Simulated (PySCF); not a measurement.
An unknown is described by computed data only.

Elements present: Al, C and H. Monoisotopic mass: 114.0989 u.

| Item | Value |
| --- | --- |
| UV, strongest line | among the 10 lowest singlet transitions: S10 at 7.96 eV (156 nm, f = 0.093) [TDDFT CAM-B3LYP/def2-SVPD] |
| UV, first state | lowest singlet excitation: 5.14 eV (241 nm, f = 0.000) [TDDFT CAM-B3LYP/def2-SVPD] |
| Rotational structure | rotational constants A, B, C: 2.213, 1.276, 0.874 GHz [PBE0-D3(BJ)/def2-SVP] |
| Polarisability | 100.0 au [CAM-B3LYP/def2-SVPD] |
| NMR, other nuclei | isotropic shieldings of nuclei other than C and H, by class: 267 (1 Al) ppm [GIAO B97-2/pcSseg-1] |
| 13C NMR | chemical shifts (computed TMS as zero) by class: 11.2 (3 C), 4.7 (3 C) ppm [GIAO B97-2/pcSseg-1] |
| Valence photoelectron | vertical ionisation energy: 8.96 eV [ΔSCF CAM-B3LYP/def2-SVPD] |
| Dipole | 0.17 D [CAM-B3LYP/def2-SVPD] |
| Triplet | lowest triplet excitation (Tamm–Dancoff): 4.87 eV [TDA CAM-B3LYP/def2-SVPD] |
| XPS | C1s 289.3 (×3), C1s 290.4 (×3), Al1s 1565.6 eV [ΔSCF SCAN, pcX-2 on the ionised atom, pcseg-1 elsewhere, spin-free X2C] |

Electronic properties: PySCF, gas phase, density fitting. Levels stand in brackets. Geometry: PBE0-D3(BJ)/def2-SVP, one conformer, isolated molecule. NMR values are class means; diastereotopic atoms form classes of their own.

Problem. Which formula fits the mass and the elements?

Solution. C6H15Al (calculated 114.0989). No other formula that holds each of these elements comes within 0.0003 u with a fitting electron parity and a possible valence count.

Problem. Give a SMILES that accounts for the data.

Solution. Numbering: `[CH3:1][CH2:2][Al:3]([CH2:4][CH3:5])[CH2:6][CH3:7]`. 6 carbons fall into 2 classes; from least to most shielded: methyl carbon [C1/C5/C7] (11.2 ppm, 3 C), chain CH2 carbon [C2/C4/C6] (4.7 ppm, 3 C, up to 3.8 ppm apart in this geometry). The other shieldings belong to: 267 ppm, aluminium bonded to 3 C [Al3]. The core levels belong to: C1s 289.3 eV, chain CH2 carbon [C2/C4/C6]; C1s 290.4 eV, methyl carbon [C1/C5/C7]; Al1s 1565.6 eV, aluminium bonded to 3 C [Al3]. One atom of each topological class was ionised and stands for its class. The first electron is taken from the HOMO, whose largest Löwdin shares are 0.32 on a chain CH2 carbon, 0.17 on the aluminium bonded to 3 C and 0.10 on each of 2 atoms of one kind (chain CH2 carbon). The optimised geometry has point group C1 and is an asymmetric top. Structure: triethylaluminum, `C[CH2][Al]([CH2]C)[CH2]C`. The assignments are read from this structure; whether some other isomer fits the data as well wasn't checked.

The values belong to the conformer `[CH3:1][CH2:2][Al:3]([CH2:4][CH3:5])[CH2:6][CH3:7]`: C1–C2–Al3–C4 -139°, C2–Al3–C4–C5 -178°, C2–Al3–C6–C7 44°.
